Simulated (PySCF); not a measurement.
BBrClH₂N. Atoms are numbered in the order given.

```xyz
6

B      0.4251     0.5897     0.0000
Cl    -0.7487     1.9060     0.0000
Br    -0.1862    -1.2374     0.0000
N      1.7844     0.8602     0.0000
H      2.4840     0.1300     0.0000
H      2.1453     1.8055     0.0000
```

Geometry optimised at PBE0-D3(BJ)/def2-SVP. The values are those of a single conformer.

Method: PBE0/def2-TZVPD (PySCF).

Symmetry labels are those of the subgroup Cs that the program uses (full group Cs).

Problem. List the valence orbital energies around the gap with their symmetry. (Estimate from the structure and the level; the computed values follow.)

Solution. 
| orbital | symmetry | energy (eV) |
|---|---|---|
| HOMO−7 | A' | -15.11 |
| HOMO−6 | A' | -12.64 |
| HOMO−5 | A' | -10.95 |
| HOMO−4 | A" | -10.72 |
| HOMO−3 | A' | -9.32 |
| HOMO−2 | A" | -8.96 |
| HOMO−1 | A" | -8.37 |
| HOMO | A' | -8.35 |
| LUMO | A' | -0.23 |
| LUMO+1 | A" | -0.21 |
| LUMO+2 | A' | 0.64 |
| LUMO+3 | A' | 0.81 |
